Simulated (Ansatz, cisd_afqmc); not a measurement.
System: Fe, charge 0, quintet.

Total energies in def2-SVP, 8 correlated electrons, 9 frozen orbitals. Radicals and triplets start from unrestricted determinants; spin-orbit coupling is neglected. Cores are frozen in correlated methods (noble-gas shells, and filled d and f shells in the p block). No relativity. The Monte Carlo rows (phaseless AFQMC, CISD trial, step 0.005/hartree) carry one-sigma bars that omit the constraint's bias. Outlying blocks are dropped, and bars are widened where a walk drifts. Over all cases where full CI ran beside it in this data, AFQMC minus full CI had a median of +0.1 mEh and passed +0.4 mEh in a tenth of the cases. The determinant of Fe ([Fe], quintet) is a saddle point of the SCF energy; a lower one exists, which strains HF and MP2. Open-shell metal atoms are single determinants of the lowest configuration found, not pure terms.

| method | program | energy (Eh) | minus CCSDTQ (mEh) |
|---|---|---|---|
| HF | Ansatz | -1262.26059 | 123.39 |
| MP2 | Ansatz | -1262.36568 | 18.30 |
| CCSD | Ansatz | -1262.38096 | 3.02 |
| CCSD(T) | Ansatz | -1262.38370 | 0.28 |
| CCSDT(Q) | Ansatz | -1262.38397 | 0.01 |
| CCSDTQ | Ansatz | -1262.38398 | 0.00 |
| AFQMC/CISD | cisd_afqmc | -1262.3836 ± 0.0003 | 0.3 ± 0.3 |

Ansatz is a first-principles code.
